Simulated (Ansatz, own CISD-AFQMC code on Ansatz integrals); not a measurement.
CH6OSi, SMILES `C[SiH2]O` (C–Si–O–H torsion 69°) (charge 0, multiplicity 1).

Cartesian coordinates (Å):
```xyz
9

C     -1.1691     0.0531     0.2244
Si     0.6147    -0.4241    -0.0585
O      1.5910     0.8911    -0.3056
H     -1.2831     0.6555     1.1288
H     -1.5597     0.6275    -0.6179
H     -1.7877    -0.8407     0.3417
H      1.0937    -1.2143     1.1065
H      0.7478    -1.2336    -1.2884
H      1.7524     1.4855     0.4305
```
Charge 0, multiplicity 1.

Frozen-core energies in cc-pVDZ from Ansatz (a quantum-chemistry and plane-wave program) at a geometry from B3LYP-D3(BJ)/def2-TZVP; the HF reference has <S^2> = 0.00 and the T1 diagnostic is 0.010.

```
level    energy (Ha)
-------  -----------
HF        -405.20344
MP2       -405.64267
CCSD      -405.68291
CCSD(T)   -405.69364
```

Question: Estimate the energies of CCSDT, phaseless AFQMC, CISD trial (own CISD-AFQMC code on Ansatz integrals; ±0.37 mHa) and CCSDT(Q), and give each level's difference from CCSDT(Q).

Answer: 
| level | energy (Ha) | difference from CCSDT(Q) (mHa) |
|---|---|---|
| MP2 | -405.64267 | 52.74 |
| CCSD | -405.68291 | 12.51 |
| CCSD(T) | -405.69364 | 1.78 |
| CCSDT | -405.69450 | 0.92 |
| phaseless AFQMC, CISD trial (own CISD-AFQMC code on Ansatz integrals; ±0.37 mHa) | -405.69533 | 0.08 |
| CCSDT(Q) | -405.69542 | 0.00 |
